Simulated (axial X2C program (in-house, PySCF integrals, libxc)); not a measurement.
# Which molecule has these constants?

Calculated with an in-house all-electron X2C program for linear molecules (integrals from PySCF), spin-free (one-electron X2C) or two-component (2c: spin–orbit coupling with atomic mean-field Coulomb and Gaunt terms, which also bring small scalar terms), in Dyall basis sets with cores contracted in-house; open shells are unrestricted.

A two-component PBE0 calculation in a Dyall 3-zeta basis gave Re = 2.074 Å, ωe = 596.2 cm⁻¹, De = 3.28 eV, Ω = 3/2.

Question: Which molecule is it?
A. GaB⁻
B. AlB⁻
C. InB⁻

Answer: B. The others have GaB⁻ 2.062 Å and 528.6 cm⁻¹ (Ω = 3/2); InB⁻ 2.253 Å and 463.5 cm⁻¹ (Ω = 3/2).

Each entry is the lowest single determinant of a limited PBE0 search at one distance. De goes to single-determinant-based atoms at the same level (for ions the charge split of lowest energy) and is withheld (n/a) where an atom does not fit its ground term or J level. Main or longest-lived isotopes. One determinant is a doubtful description, or other states lie close, for AlB⁻, GaB⁻, InB⁻; these need not be ground states, and all values refer to the states named. With several unpaired electrons the Ω given is that of one determinant, not necessarily of the lowest component. Some light 2c atoms are not at their ground J level, so De misses part of their lowering (0.04 eV or less). The functionals have no current term, which raises determinants with orbital currents.
